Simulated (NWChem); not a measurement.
System: CH3F2In; SMILES [CH3][In]([F])[F]

Here is an NWChem input.

```
start job
memory heap 200 mb stack 900 mb global 1100 mb
geometry units angstroms noautosym nocenter noautoz
  In    -0.002562    -0.033183     0.002042
  F     -1.619353     1.067725    -0.001021
  F      1.535213     1.175163    -0.001539
  C      0.060483    -2.160135     0.003245
  H      0.688604    -2.495620     0.838980
  H      0.501219    -2.497857    -0.944355
  H     -0.958980    -2.551422     0.108351
end
basis spherical
  * library def2-svp
end
ecp
  In library def2-ecp
end
dft
  xc b3lyp
  iterations 150
end
property
  response 1 0.0773
end
task dft property
```

Structure relaxed at the PBE0/def2-SVP level. B3LYP is NWChem's, with the RPA form of VWN correlation. def2 effective core potentials on In; no spin-orbit coupling.

Field at 589 nm.

### Question
Predict the main results of this run. (B3LYP/def2-SVP with def2 effective core potentials on In.) Quantities: isotropic polarisability (bohr³); anisotropy (bohr³).

### Answer
```
Quantity                          Result
--------------------------------  ------
isotropic polarisability (bohr³)    39.5
anisotropy (bohr³)                  18.9
```
